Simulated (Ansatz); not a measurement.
Gas-phase electronic energies from Ansatz, PBE0-D4/def2-TZVP geometries. CBS: MP2 limit from def2 TZ/QZ plus the TZ coupled-cluster correction, frozen cores. This one scheme is used for every species. DFT in def2-TZVPP. HSE06 is defined as in plane-wave codes. Elements past krypton have def2 core potentials. For Bi outer-core shells are correlated without core-valence functions, which leaves a few kJ/mol of doubt a bond. Each species was taken in one conformer, which may not be the lowest.

`C[O][Bi]([F])[F]` + CH₄ → `[CH3][Bi]([F])[F]` + CH₃OH  (formal exchange of groups at a Bi–O bond)

| species | HSE06-D4 energy (Eh) |
| --- | --- |
| `C[O][Bi]([F])[F]` | -529.33401 |
| CH₄ | -40.47297 |
| `[CH3][Bi]([F])[F]` | -454.14787 |
| CH₃OH | -115.63493 |

Work out ΔE.

ΔE = (-454.14787) + (-115.63493) − (-529.33401) − (-40.47297) = 0.02418 Eh = +15.2 kcal/mol. CCSD(T)/CBS gives +16.3 kcal/mol.

Largest T1 diagnostic among the species: 0.016.

Leaving LDA and LC-ωPBE aside and taking each functional with its dispersion term where it has one, the values, not all of them listed here, spread over 4.9 kcal/mol, from HSE06-D4 to B97M-V. From PBE to PBE0 (25 % exact exchange), in def2-TZVPP and without D4, ΔE moves by −1.9 kcal/mol.
